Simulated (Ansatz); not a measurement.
C₃H₉ClO₂SeSi, SMILES `CO[Si](Cl)(OC)[Se]C`. Charge 0, multiplicity 1. The structure was optimised at the PBE0-D4/def2-TZVP level. It is one conformer, not always the lowest.

```xyz
17

C     0.119    1.884    0.887
O     0.781    0.671    0.584
Si    0.137   -0.502   -0.344
Cl    1.585   -1.952   -0.313
O    -0.173   -0.034   -1.865
C     0.791    0.361   -2.821
Se   -1.840   -1.234    0.429
C    -1.169   -1.733    2.201
H     0.093    2.544    0.014
H    -0.908    1.705    1.220
H     0.674    2.378    1.686
H     0.262    0.648   -3.730
H     1.471   -0.464   -3.051
H     1.377    1.214   -2.466
H    -0.443   -2.538    2.108
H    -2.032   -2.076    2.767
H    -0.723   -0.872    2.694
```

(1) What is the dipole moment at PBE/def2-TZVPP? (Best estimate.)

(2) And with r2SCAN, B3LYP, ωB97M-V? (Best estimate.)

(3) Give the Mulliken charges with PBE, B3LYP, ωB97M-V in def2-TZVPP. (Estimate.)

Answers

(1) The calculation gave: 1.73 D, with components (0.07, 1.65, 0.52) D in this frame, pointing from negative to positive charge.

(2) Ansatz gave: r2SCAN 1.82 D, B3LYP 1.81 D, ωB97M-V 1.83 D.

(3) Computed: 
```
atom    PBE  B3LYP  ωB97M-V
  C1  -0.14  -0.13    -0.18
  O2  -0.27  -0.35    -0.33
 Si3   0.50   0.65     0.56
 Cl4  -0.22  -0.25    -0.20
  O5  -0.29  -0.36    -0.35
  C6  -0.15  -0.14    -0.19
 Se7  -0.10  -0.10    -0.08
  C8  -0.37  -0.38    -0.43
  H9   0.10   0.11     0.12
 H10   0.09   0.10     0.12
 H11   0.11   0.12     0.13
 H12   0.11   0.12     0.13
 H13   0.10   0.11     0.12
 H14   0.10   0.10     0.12
 H15   0.14   0.14     0.16
 H16   0.13   0.13     0.15
 H17   0.14   0.14     0.15
```

B3LYP here is the variant with VWN-RPA as its local correlation; programs differ in this.
